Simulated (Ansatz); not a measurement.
Consider the formal exchange of groups at the Si–Si bond: `[SiH3][SiH2][GeH3]` + `CO[SiH](O)Br` → `CO[Si](O)([SiH3])Br` + `[SiH3][GeH3]`.

Program: Ansatz. Geometries: PBE0-D4/def2-TZVP. ΔE: electronic, gas phase. CCSD(T)/CBS is the MP2 limit (def2-TZVPP, def2-QZVPP) plus CCSD(T) − MP2 in def2-TZVPP, frozen cores. DFT in def2-TZVPP. B3LYP here is the variant with VWN-RPA as its local correlation; programs differ in this. For Br, Ge outer-core shells are correlated without core-valence functions, which leaves a few kJ/mol of doubt a bond. Scalar relativity is left out up to krypton. One conformer a species, not always the lowest.

Question: Is it downhill or uphill in electronic energy at CCSD(T)/CBS, and by how much? (Best estimate.)

Answer: Ansatz gave: Uphill: ΔE = +11.1 kJ/mol.

Question: What do these levels give: PBE0-D4, B2PLYP, PBE, r2SCAN, B3LYP, HF/def2-TZVPP, MP2/def2-TZVPP, CCSD/def2-TZVPP, CCSD(T)/def2-TZVPP, HF/def2-QZVPP, MP2/def2-QZVPP, MP2/CBS(def2)? (Best estimate.)

Answer: Computed: PBE0-D4 10.3, B2PLYP 11.1, PBE 10.4, r2SCAN 11.8, B3LYP 10.8, HF/def2-TZVPP 13.7, MP2/def2-TZVPP 12.3, CCSD/def2-TZVPP 12.2, CCSD(T)/def2-TZVPP 11.5, HF/def2-QZVPP 13.9, MP2/def2-QZVPP 12.1, MP2/CBS(def2) 11.8 kJ/mol.

Largest T1 diagnostic among the species: 0.013.

The D4 term adds −3.9 kJ/mol with B3LYP and −2.3 kJ/mol with PBE0; it sums over pairs of atoms, weighted by their polarisabilities, and B3LYP, whose exchange is more repulsive, gets the larger term.
